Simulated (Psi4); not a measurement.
AlCl$_{3}$, charge +1, doublet, geometry from GFN2-xTB (such geometries of metal compounds can be far from the true shape) (a state made from the parent by changing its charge; the spin is typed, not shown lowest). Base run: HF/def2-SV(P) (Psi4 1.11).

Geometry (Å):
```xyz
4

Al     0.0065    -0.0070    -0.0181
Cl    -1.7236    -1.0671    -0.1956
Cl     0.0999     1.9104    -0.6988
Cl     1.6188    -0.8379     0.9083
```
Charge +1, spin multiplicity 2.
Orbitals are unrestricted.
All else is at Psi4's defaults (density fitting).
Base energy -1619.69180 Eh.

The base run was repeated with changes; each row names its change, and settings that it needs were set with it.

```tsv
change	ΔE vs base (mEh)	SCF cycles	basis functions	outcome
base	0.000	8	72	converged
d_convergence = 1e-4	0.000	7	72	converged
guess = modhuckel	26.843	31	72	another SCF solution
puream = true	0.000	8	72	converged
df_basis_scf = def2-universal-jkfit	0.000	8	72	converged
scf_type = cd	-0.147	8	72	converged
basis_guess = true	0.000	7	72	converged
scf_initial_accelerator = none	0.000	8	72	converged
cholesky_tolerance = 1e-6 (with scf_type cd)	-0.075	8	72	converged
guess = sapgau	0.000	8	72	converged
diis_max_vecs = 3	0.000	9	72	converged
guess = sadno	26.844	30	72	another SCF solution
diis_max_vecs = 15	0.000	8	72	converged
```

A guess, shift, damping, solver or small numerical setting can't move a converged solution much, so rows marked as another SCF solution ended in a different state.

Open shells are given as the SCF converged; they aren't shown to be the lowest states, and a large step between rows can be another state.
